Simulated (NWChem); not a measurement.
**Correlation energy of sulfur difluoride (F2S)**

```xyz
3

F      1.2275     0.0000    -0.4916
S      0.0000     0.0000     0.5530
F     -1.2275     0.0000    -0.4916
```
Charge 0, spin multiplicity 1.

All runs are NWChem calculations. The geometry was optimised at PBE0/def2-SVP, a minimum by its harmonic frequencies.

Basis set: 6-311G**. Each correlation energy counts from its own Hartree-Fock reference.

The correlated methods keep 7 core orbitals frozen. The Pople sets run with spherical d functions. Coupled-cluster values serve here as a point of comparison, not as the truth.

Problem. One of these methods gave a correlation energy of -539.8 mHa. Which?
(A) CR-CCSD(T)
(B) SCS-MP2
(C) MP2
(D) CCSD

Solution. C, MP2. The others give -551.4 (CCSD), -563.3 (CR-CCSD(T)), -523.9 (SCS-MP2).
